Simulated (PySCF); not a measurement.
## Atomic charges against the basis set

Compound: C4H6F2O.
Structure used (PBE0-D3(BJ)/def2-SVP), in Å, numbered top down from 1:
```xyz
13
C4H6F2O angstrom
C     -0.376    1.195   -0.650
C     -0.421    0.039    0.013
C     -1.667   -0.764    0.231
F     -2.763   -0.131   -0.273
O      0.627   -0.609    0.597
C      1.904   -0.233    0.249
F      2.246    0.962    0.806
H     -1.300    1.575   -1.085
H      0.536    1.784   -0.740
H     -1.558   -1.752   -0.252
H     -1.801   -0.937    1.314
H      2.576   -1.009    0.645
H      1.995   -0.136   -0.849
```

PBE0 throughout (PySCF), one geometry, spherical d and f functions. Geometry: PBE0-D3(BJ)/def2-SVP, one conformer, isolated molecule. The first 7 of 11 kinds of atom are listed.

Mulliken charges (e):

```
        basis  functions      C1      C2      C3      F4      O5      C6      F7
       STO-3G         41  -0.222  +0.084  -0.042  -0.103  -0.202  +0.070  -0.106
        6-31G         75  -0.389  +0.271  -0.007  -0.331  -0.549  +0.209  -0.324
     pcSseg-0         75  -0.396  +0.105  +0.026  -0.383  -0.684  +0.277  -0.374
       6-31G*        110  -0.492  +0.326  +0.003  -0.327  -0.493  +0.232  -0.327
      cc-pVDZ        128  -0.066  -0.086  +0.276  -0.224  -0.286  +0.307  -0.226
     def2-SVP        128  -0.120  -0.038  +0.331  -0.262  -0.344  +0.383  -0.261
  aug-cc-pVDZ        215  +0.717  +0.540  +0.865  -0.440  -0.652  +1.122  -0.400
6-311+G(2d,p)        225  -0.337  +0.423  -0.231  -0.273  -0.363  +0.142  -0.267
    def2-TZVP        253  -0.378  +0.141  +0.023  -0.217  -0.243  +0.103  -0.210
      cc-pVTZ        294  -0.371  +0.110  +0.167  -0.208  -0.211  +0.196  -0.206
     IGLO-III        305  -0.367  +0.274  -0.026  -0.258  -0.262  +0.111  -0.245
```

IAO charges (e):

| basis | functions | C1 | C2 | C3 | F4 | O5 | C6 | F7 |
| --- | --- | --- | --- | --- | --- | --- | --- | --- |
| STO-3G | 41 | -0.339 | +0.079 | -0.102 | -0.132 | -0.188 | +0.031 | -0.140 |
| 6-31G | 75 | -0.401 | +0.163 | -0.001 | -0.293 | -0.323 | +0.165 | -0.296 |
| pcSseg-0 | 75 | -0.390 | +0.154 | +0.002 | -0.287 | -0.323 | +0.183 | -0.290 |
| 6-31G* | 110 | -0.398 | +0.183 | +0.036 | -0.300 | -0.338 | +0.225 | -0.307 |
| cc-pVDZ | 128 | -0.408 | +0.186 | +0.035 | -0.302 | -0.333 | +0.223 | -0.309 |
| def2-SVP | 128 | -0.397 | +0.183 | +0.040 | -0.304 | -0.332 | +0.227 | -0.310 |
| aug-cc-pVDZ | 215 | -0.418 | +0.190 | +0.034 | -0.316 | -0.339 | +0.222 | -0.324 |
| 6-311+G(2d,p) | 225 | -0.416 | +0.189 | +0.033 | -0.317 | -0.340 | +0.221 | -0.324 |
| def2-TZVP | 253 | -0.417 | +0.191 | +0.036 | -0.316 | -0.341 | +0.228 | -0.324 |
| cc-pVTZ | 294 | -0.418 | +0.191 | +0.035 | -0.314 | -0.340 | +0.226 | -0.321 |
| IGLO-III | 305 | -0.418 | +0.190 | +0.034 | -0.317 | -0.341 | +0.223 | -0.325 |

Hirshfeld charges (e):

| basis | functions | C1 | C2 | C3 | F4 | O5 | C6 | F7 |
| --- | --- | --- | --- | --- | --- | --- | --- | --- |
| STO-3G | 41 | -0.122 | +0.047 | +0.071 | -0.071 | -0.117 | +0.144 | -0.077 |
| 6-31G | 75 | -0.145 | +0.059 | +0.041 | -0.112 | -0.131 | +0.111 | -0.122 |
| pcSseg-0 | 75 | -0.145 | +0.061 | +0.035 | -0.105 | -0.111 | +0.104 | -0.114 |
| 6-31G* | 110 | -0.147 | +0.058 | +0.037 | -0.101 | -0.118 | +0.105 | -0.110 |
| cc-pVDZ | 128 | -0.152 | +0.056 | +0.022 | -0.087 | -0.095 | +0.093 | -0.101 |
| def2-SVP | 128 | -0.152 | +0.061 | +0.023 | -0.095 | -0.101 | +0.097 | -0.106 |
| aug-cc-pVDZ | 215 | -0.151 | +0.054 | +0.016 | -0.099 | -0.113 | +0.092 | -0.108 |
| 6-311+G(2d,p) | 225 | -0.147 | +0.051 | +0.021 | -0.102 | -0.115 | +0.097 | -0.111 |
| def2-TZVP | 253 | -0.150 | +0.056 | +0.019 | -0.098 | -0.110 | +0.093 | -0.107 |
| cc-pVTZ | 294 | -0.152 | +0.058 | +0.017 | -0.094 | -0.105 | +0.091 | -0.104 |
| IGLO-III | 305 | -0.150 | +0.056 | +0.016 | -0.098 | -0.112 | +0.091 | -0.107 |

ESP-fitted charges (e):

| basis | functions | C1 | C2 | C3 | F4 | O5 | C6 | F7 |
| --- | --- | --- | --- | --- | --- | --- | --- | --- |
| STO-3G | 41 | -0.444 | +0.389 | -0.195 | -0.066 | -0.282 | +0.110 | -0.096 |
| 6-31G | 75 | -0.621 | +0.449 | +0.003 | -0.233 | -0.489 | +0.408 | -0.269 |
| pcSseg-0 | 75 | -0.666 | +0.477 | -0.033 | -0.231 | -0.499 | +0.419 | -0.274 |
| 6-31G* | 110 | -0.637 | +0.417 | -0.124 | -0.153 | -0.333 | +0.174 | -0.184 |
| cc-pVDZ | 128 | -0.617 | +0.383 | -0.071 | -0.170 | -0.332 | +0.231 | -0.202 |
| def2-SVP | 128 | -0.614 | +0.406 | -0.049 | -0.186 | -0.372 | +0.283 | -0.218 |
| aug-cc-pVDZ | 215 | -0.678 | +0.467 | -0.110 | -0.182 | -0.380 | +0.228 | -0.213 |
| 6-311+G(2d,p) | 225 | -0.689 | +0.466 | -0.123 | -0.183 | -0.376 | +0.209 | -0.212 |
| def2-TZVP | 253 | -0.691 | +0.469 | -0.125 | -0.173 | -0.365 | +0.212 | -0.206 |
| cc-pVTZ | 294 | -0.665 | +0.446 | -0.131 | -0.166 | -0.350 | +0.194 | -0.198 |
| IGLO-III | 305 | -0.674 | +0.464 | -0.126 | -0.177 | -0.369 | +0.200 | -0.207 |

**Question.** Which scheme is steadiest as the basis changes?

**Answer.** Largest range over the bases for any column: Hirshfeld 0.06 e, IAO 0.20 e, ESP-fitted 0.31 e, Mulliken 1.21 e. Hirshfeld charges move least and Mulliken charges most, counted in e. Without the minimal STO-3G basis the ranges are Hirshfeld 0.04, IAO 0.06, ESP-fitted 0.25, Mulliken 1.21 e.

**Question.** How much do the charges still move between the two largest bases, cc-pVTZ and IGLO-III?

**Answer.** At most, over all atoms: Mulliken 0.193 e, IAO 0.003 e, Hirshfeld 0.006 e, ESP-fitted 0.019 e.

**Question.** What do the same runs give for the total energy, the frontier levels and the dipole moment?

**Answer.** 
```csv
basis,energy (Eh),HOMO (eV),LUMO (eV),μ (D)
STO-3G,-424.6549,-4.41,3.90,1.36
6-31G,-430.3224,-7.09,0.71,2.32
pcSseg-0,-429.4477,-7.31,0.50,2.44
6-31G*,-430.4333,-6.89,0.89,1.96
cc-pVDZ,-430.4699,-7.00,0.70,2.07
def2-SVP,-430.1248,-7.12,0.59,2.09
aug-cc-pVDZ,-430.5069,-7.21,-0.06,2.07
"6-311+G(2d,p)",-430.5856,-7.23,0.15,2.11
def2-TZVP,-430.6271,-7.20,0.36,2.05
cc-pVTZ,-430.6080,-7.15,0.46,2.04
IGLO-III,-430.6346,-7.22,0.25,2.07
```

The dipole is fixed by the density alone, so its range of 1.08 D shows that the density itself changes with the basis, not only its division among atoms.
